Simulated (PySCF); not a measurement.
First SCF of a structure search on doublet HCu(OH), at a hand-made bent (heavy-atom frame) geometry. PySCF input:

```python
from pyscf import gto, scf, dft
mol = gto.M(atom='''
Cu     0.000000     0.000000     0.000000
H      1.179600     0.000000     0.826000
O     -1.433500     0.000000     1.003800
H     -1.939000     0.735400     1.357700''',
    basis={'Cu': 'def2-TZVP', 'H': 'def2-TZVP', 'O': 'def2-TZVP'},
    charge=0, spin=1)
mf = dft.UKS(mol, xc='PBE0')
mf.grids.atom_grid = (50, 194)
aux = {'Cu': 'def2-universal-JKFIT', 'H': 'def2-universal-JKFIT', 'O': 'def2-universal-JKFIT'}
mf = mf.density_fit(auxbasis=aux)
mf.conv_tol = 1e-08
mf.diis_space = 10
mf.max_cycle = 60
mf.init_guess = 'minao'
mf.verbose = 4
mf.kernel()
```

Excerpt of the output (cycles alone):

```
init E= -1716.20203859612
cycle= 1 E= -1714.98248942461  delta_E= 1.22  |g|= 2.93  |ddm|= 1.37
cycle= 2 E= -1707.60230380772  delta_E= 7.38  |g|= 5.92  |ddm|= 3.48
cycle= 3 E= -1716.039157322  delta_E= -8.44  |g|=  1.4  |ddm|= 2.97
cycle= 4 E= -1715.79521998892  delta_E= 0.244  |g|= 1.33  |ddm|= 1.35
cycle= 5 E= -1716.5899616744  delta_E= -0.795  |g|= 0.0966  |ddm|= 0.945
cycle= 6 E= -1716.59312607253  delta_E= -0.00316  |g|= 0.0381  |ddm|= 0.0865
cycle= 7 E= -1716.59346851737  delta_E= -0.000342  |g|= 0.0301  |ddm|= 0.0278
cycle= 8 E= -1716.59369870491  delta_E= -0.00023  |g|= 0.0111  |ddm|= 0.0181
cycle= 9 E= -1716.59374728739  delta_E= -4.86e-05  |g|= 0.00192  |ddm|= 0.0109
cycle= 10 E= -1716.59375030887  delta_E= -3.02e-06  |g|= 0.00073  |ddm|= 0.00333
cycle= 11 E= -1716.59375087321  delta_E= -5.64e-07  |g|= 0.000353  |ddm|= 0.00137
cycle= 12 E= -1716.59375109935  delta_E= -2.26e-07  |g|= 0.000109  |ddm|= 0.00109
cycle= 13 E= -1716.59375113723  delta_E= -3.79e-08  |g|= 6.48e-05  |ddm|= 0.000439
cycle= 14 E= -1716.59375115133  delta_E= -1.41e-08  |g|= 2.06e-05  |ddm|= 0.000278
cycle= 15 E= -1716.59375115407  delta_E= -2.74e-09  |g|= 1.15e-05  |ddm|= 0.00015
Extra cycle  E= -1716.59375115427  delta_E= -2.03e-10  |g|= 2.39e-05  |ddm|= 3e-05
converged SCF energy = -1716.59375115427  <S^2> = 0.75495977  2S+1 = 2.0049536
```

No lower solution of this spin was found from smeared starts or by a stability analysis within the unrestricted form.

Open d and f shells are described by one determinant, and the ground state may have another occupation or spin.

The search for the lowest solution, 3 starts and the stability check together, took 7 s on 4 threads of a shared Arm Neoverse V1 host, with 88 basis functions; the process peaked at 0.44 GiB.
